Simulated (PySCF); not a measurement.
W(O)(NH)(NH2)(Me) (CH₆N₂OW), SMILES [O]=[W]([NH2])(=[NH])[CH3], multiplicity 1.

Coordinates come from a PBE-D3(BJ)/def2-SVP optimisation. The multiplicity is an assumed one; no other spin state was optimised. The structure was generated by enumeration; whether it is a known compound was not checked. The def2 effective core potentials stand for the cores of W; spin–orbit coupling is left out. The values are those of a single conformer.

The numbers are results of PBE-D3(BJ)/def2-SVP (PySCF), not measurements.

Frequencies are harmonic and unscaled.

Computed normal modes with their intensities:
| mode | ν (cm⁻¹) | IR (km/mol) | moving atoms (share of kinetic energy) |
|---|---|---|---|
| 1 | 172 | 4.9 | N 39 %, H 29 %, C 23 %, W 8 % |
| 2 | 188 | 2.1 | H 72 %, N 11 % |
| 3 | 197 | 1.4 | H 51 %, C 15 %, N 14 %, O 12 % |
| 4 | 203 | 0.2 | O 47 %, H 18 %, N 14 %, W 11 %, C 10 % |
| 5 | 219 | 0.9 | N 56 %, H 24 %, O 12 % |
| 6 | 269 | 10.0 | O 44 %, N 35 %, H 16 % |
| 7 | 399 | 5.5 | H 94 % |
| 8 | 509 | 77.9 | H 74 %, N 20 % |
| 9 | 531 | 73.6 | H 54 %, C 33 %, N 10 % |
| 10 | 544 | 113.8 | H 51 %, C 31 %, N 12 % |
| 11 | 623 | 46.2 | H 80 %, C 9 %, N 9 % |
| 12 | 632 | 25.5 | H 67 %, N 23 % |
| 13 | 647 | 9.6 | H 78 %, N 19 % |
| 14 | 678 | 10.2 | H 69 %, C 15 %, N 14 % |
| 15 | 706 | 85.9 | N 49 %, H 37 %, W 8 % |
| 16 | 937 | 122.5 | N 61 %, O 20 %, W 11 % |
| 17 | 975 | 63.3 | O 70 %, N 22 % |
| 18 | 1163 | 2.6 | H 80 %, C 20 % |
| 19 | 1359 | 9.7 | H 95 % |
| 20 | 1364 | 8.2 | H 95 % |
| 21 | 1466 | 30.1 | H 89 %, N 11 % |
| 22 | 2962 | 0.7 | H 97 % |
| 23 | 3065 | 2.9 | H 91 %, C 9 % |
| 24 | 3075 | 1.8 | H 91 %, C 9 % |
| 25 | 3460 | 88.5 | H 96 % |
| 26 | 3508 | 93.5 | H 93 % |
| 27 | 3558 | 43.9 | H 91 %, N 9 % |
